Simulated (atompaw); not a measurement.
What one change does to a pseudopotential (molybdenum, PAW (atompaw))

```
Element                 : Mo (Z = 42)
Generator               : atompaw 4.2.0.5
Type                    : PAW
Functional              : LDA (PW92)
Relativity              : scalar-relativistic
Frozen core             : [Kr]
Valence charge          : 6
Reference configuration : 4d5 5s1 5p0
Partial waves           : 5s (bound): rc 1.15 bohr; 5s channel at 2.15 Ry: rc 1.15 bohr; 5p (bound, empty): rc 3.00 bohr; 5p channel at 3.95 Ry: rc 3.00 bohr; 4d (bound): rc 3.00 bohr; 4d channel at 1.45 Ry: rc 3.00 bohr
Local potential         : troulliermartins scheme with l = 3 at 0 Ry, radius 2.90 bohr
Core correction         : smooth core density matched at 2.30 bohr
Augmentation charge     : sinc compensation charge, radius 3.00 bohr; PAW radius 3.00 bohr; waves and projectors: custom rrkj gramschmidtortho
```

Change: local potential troulliermartins scheme with l = 3 at 0 Ry, radius 2.10 bohr.

Cutoffs: the cutoffs (Ry, on a coarse ladder) from which the occupation-weighted sum of valence levels, in a spherical-Bessel basis at the reference potential, stays within 10 and 1 mRy of its value at 400 Ry; they do not see the model core or the augmentation charge, which bear on the density cutoff.

Q: What does the change do?

A: The potential gets neither clearly harder nor softer (12 Ry and 35 Ry → 12 Ry and 35 Ry); both files keep a bound ghost (s); the range in which the p phases agree narrows (upper end 4.6 → 0.8).

| quantity | base | changed |
| --- | --- | --- |
| cutoff, loose | 12 Ry | 12 Ry |
| cutoff, tight | 35 Ry | 35 Ry |
| bound ghosts | s | s |
| s: phases at 3.01 bohr within 0.05 rad from the reference energy up to (Ry; the scan ends near 5) | to the end of the scan | to the end of the scan |
| p: phases at 3.01 bohr within 0.05 rad from the reference energy up to (Ry; the scan ends near 5) | 4.6 | 0.8 |
| d: phases at 3.01 bohr within 0.05 rad from the reference energy up to (Ry; the scan ends near 5) | to the end of the scan | 4.7 |
| lowest overlap eigenvalue by channel | s 0.43, p 0.97, d 0.81 | s 0.46, p 0.97, d 0.81 |

Base: The 5s radius (1.15 bohr) lies inside the outermost node of the all-electron wave (1.34 bohr), which a nodeless pseudo-wave cannot match soundly. Changed file: The 5s radius (1.15 bohr) lies inside the outermost node of the all-electron wave (1.34 bohr), which a nodeless pseudo-wave cannot match soundly. A true bound ghost makes a file unfit for plane-wave use even where its test errors are small: the radial tests pick states by their node count and pass the ghost by. The cutoffs see the waves, projectors and local potential, not the compensation charge or the core.
